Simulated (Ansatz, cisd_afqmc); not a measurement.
System: Br, charge 0, doublet.

Total energies in cc-pVDZ, 7 correlated electrons, 14 frozen orbitals. Radicals and triplets start from unrestricted determinants; spin-orbit coupling is neglected. Cores are frozen in correlated methods (noble-gas shells, and filled d and f shells in the p block). No relativity. The Monte Carlo rows (phaseless AFQMC, CISD trial, step 0.005/hartree) carry one-sigma bars that omit the constraint's bias. Outlying blocks are dropped, and bars are widened where a walk drifts. Over all cases where full CI ran beside it in this data, AFQMC minus full CI had a median of +0.1 mEh and passed +0.4 mEh in a tenth of the cases. Spin-orbit terms, left out, reach several kcal/mol for Br and I, and more for heavier atoms.

```tsv
method	program	energy (Eh)	minus CCSDTQ (mEh)
HF	Ansatz	-2572.36837	107.84
MP2	Ansatz	-2572.46084	15.37
CCSD	Ansatz	-2572.47506	1.15
CCSD(T)	Ansatz	-2572.47590	0.31
CCSDT(Q)	Ansatz	-2572.47619	0.02
CCSDTQ	Ansatz	-2572.47621	0.00
AFQMC/CISD	cisd_afqmc	-2572.4761 ± 0.0001	0.1 ± 0.1
```

Ansatz is a quantum-chemistry and plane-wave program.
